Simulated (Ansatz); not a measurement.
Compare A (`COB(F)O[SiH3]`) with its isomer B (`OB([SiH3])OCF`).

Program: Ansatz. Geometries: PBE0-D4/def2-TZVP. ΔE: electronic, gas phase. CCSD(T)/CBS adds triple-zeta CCSD(T) − MP2 to the extrapolated MP2 energy (def2 sets, frozen cores). Functionals use def2-TZVPP. B3LYP here is the variant with VWN-RPA as its local correlation; programs differ in this. One conformer a species, not always the lowest.

(1) Which isomer does CCSD(T)/CBS put lower? Give the gap. (Estimate.)

(2) Give E(B) − E(A) in kcal/mol with CCSD(T)/def2-TZVPP, ωB97M-V, B2PLYP, PBE0-D4, B3LYP, r2SCAN-D4, B3LYP-D4. (Best estimate.)

Largest T1 diagnostic: 0.013.

Answers

(1) The calculation gave: A, by 73.9 kcal/mol.

(2) The calculation gave: CCSD(T)/def2-TZVPP 73.2, ωB97M-V 73.0, B2PLYP 74.4, PBE0-D4 69.2, B3LYP 72.9, r2SCAN-D4 72.1, B3LYP-D4 72.8. None reverses the order clearly.

From PBE to PBE0 (25 % exact exchange), in def2-TZVPP and without D4, E(B) − E(A) moves by +3.7 kcal/mol. In def2-TZVPP, CCSD(T) changes the Hartree–Fock value by −7.8 kcal/mol (the triples alone add −1.5 kcal/mol) and MP2 by −4.9 kcal/mol.
